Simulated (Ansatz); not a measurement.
A search over several starts for the lowest SCF solution of the cluster CaI₂⁻ at the given spin, in a small basis.

```yaml
crystal:
  periodic: [false, false, false]
  atoms:
    - {symbol: Ca, position_ang: [-1.002108, -1.429667, -0.510368]}
    - {symbol: I, position_ang: [0.095701, 0.447125, 1.801010]}
    - {symbol: I, position_ang: [0.906397, 0.982552, -1.290632]}
basis:
  gaussian: {orbitals: def2-SVP, initial_orbitals: start.molden}
total_charge: -1
magnetization: {spin_polarized: true, initial_magnetization: 3}
hamiltonian: {xc: pbe0, dispersion: d4}
output: {orbitals: {seedname: orbitals}}
```

The file start.molden holds the orbitals of an earlier run on this structure, at another level or in another basis.

```sh
$ ansatz run in.yaml --threads 4 --pin off --events-out ev --progress --plain --max-ram 3916MiB
```

Output, abridged:

```
Functional definition: PBE0
944 factors; integrals over basis functions are off by at most 1.7e-4 eV
mean field evaluation 1: about -34634.0692 eV, gradient 3.2e1 eV
mean field evaluation 2: about -34634.4284 eV, gradient 6.9e-1 eV
mean field evaluation 4: about -34634.5515 eV, gradient 3.2e-1 eV
mean field evaluation 8: about -34634.5631 eV, gradient 4.1e-4 eV
mean field evaluation 16: about -34634.4338 eV, gradient 8.0e-1 eV
mean field evaluation 32: about -34634.5631 eV, gradient 7.0e-5 eV
mean field evaluation 64: about -34634.5442 eV, gradient 3.8e-1 eV
mean field evaluation 96: about -34634.1012 eV, gradient 1.7e0 eV
mean field -34634.56308609 eV, -1272.7967172639 hartree, gradient 5.6e-6 eV, S^2 3.752836; 10 other end points of the search recorded, 0 dependent functions left out
reference -34634.56312916 eV, -1272.7967188465 hartree; 37, 34 occupied and 39, 42 virtual orbitals, 944 factors
Total energy: -34634.68065624 eV, -1272.8010378870 hartree
```

It took 16 s on 4 threads of Arm Neoverse V1 on a shared host.

In the def2 sets I takes a core potential; there is no spin–orbit coupling. The highest occupied level of the charge -1 quartet lies above zero (up to 2.22 eV). The electron is either unbound and held by the finite basis, or the level is raised by self-interaction error. In the quartet, I2 and I3 lie 3.24 Å apart (atoms count from 1), so these atoms are partly bonded to each other. At PBE0-D4/def2-TZVPD a doublet of charge -1 lies 3.86 eV below the quartet, each at its own geometry. The structure comes from a short search, and lower isomers may exist.
